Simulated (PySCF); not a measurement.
An unknown is described by computed data only.

Elements present: B, C, H, O and S. Monoisotopic mass: 154.0624 u.

| Property | Result |
| --- | --- |
| 13C NMR | chemical shifts (computed TMS as zero) by class: 152.7 (1 C), 146.4 (1 C), 144.7 (1 C), 133.0 (1 C), 72.3 (1 C), 26.4 (2 C) ppm [GIAO B3LYP/pcSseg-1] |
| UV, first state | lowest singlet excitation: 5.17 eV (240 nm, f = 0.168) [TDDFT CAM-B3LYP/def2-SVPD] |
| Triplet | lowest triplet excitation (Tamm–Dancoff): 3.44 eV [TDA CAM-B3LYP/def2-SVPD] |
| 1H NMR | chemical shifts (computed TMS as zero) by class: 7.68 (1 H), 7.52 (1 H), 7.16 (1 H), 5.34 (1 H), 4.81 (1 H), 1.38 (6 H) ppm [GIAO B3LYP/pcSseg-1] |
| Valence photoelectron | vertical ionisation energy: 8.92 eV [ΔSCF CAM-B3LYP/def2-SVPD] |
| Dipole | 1.87 D [CAM-B3LYP/def2-SVPD] |
| Rotational structure | rotational constants A, B, C: 2.618, 0.662, 0.579 GHz [PBE0-D3(BJ)/def2-SVP] |

The electronic properties come from PySCF, for the isolated species, density fitting. Levels stand in brackets. The structure is a single PBE0-D3(BJ)/def2-SVP conformer in the gas phase; no vibrational or solvent corrections. NMR values are class means; diastereotopic atoms form classes of their own.

Question: Which formula fits the mass and the elements?

Answer: C7H11BOS (calculated 154.0624). No other formula that holds each of these elements comes within 0.0003 u with a fitting electron parity and a possible valence count.

Question: Propose a structure and show how it fits.

Answer: Numbering: `[CH3:1][CH:2]([CH3:3])[O:4][BH:5][c:6]1[cH:7][cH:8][cH:9][s:10]1`. 7 carbons fall into 6 classes; from least to most shielded: aromatic CH carbon [C7] (152.7 ppm), substituted aromatic carbon [C6] (146.4 ppm), aromatic CH next to a ring sulfur [C9] (144.7 ppm), aromatic CH carbon [C8] (133.0 ppm), chain sp3 carbon bound to oxygen [C2] (72.3 ppm), methyl carbon [C1/C3] (26.4 ppm, 2 C). Hydrogen classes from least to most shielded: 1 H on an aromatic CH carbon, C7 (7.68 ppm), 1 H on an aromatic CH next to a ring sulfur, C9 (7.52 ppm), 1 H on an aromatic CH carbon, C8 (7.16 ppm), 1 H on a three-coordinate boron, B5 (5.34 ppm), 1 H on an sp3 carbon bound to oxygen, C2 (4.81 ppm), 6 H on 2 methyl carbons, C1/C3 (1.38 ppm, a mean of values up to 0.7 ppm apart in this geometry). The first electron is taken from the HOMO, whose largest Löwdin shares are 0.28 on the substituted aromatic carbon, 0.25 on the aromatic CH next to a ring sulfur, 0.14 on an aromatic CH carbon and 0.13 on an aromatic CH carbon. The optimised geometry has point group C1 and is an asymmetric top. Structure: `CC(C)OBc1cccs1`. The assignments are read from this structure; whether some other isomer fits the data as well wasn't checked.

The values belong to the conformer `[CH3:1][CH:2]([CH3:3])[O:4][BH:5][c:6]1[cH:7][cH:8][cH:9][s:10]1`: C1–C2–O4–B5 -87°, C2–O4–B5–C6 -1°, O4–B5–C6–C7 -178°.
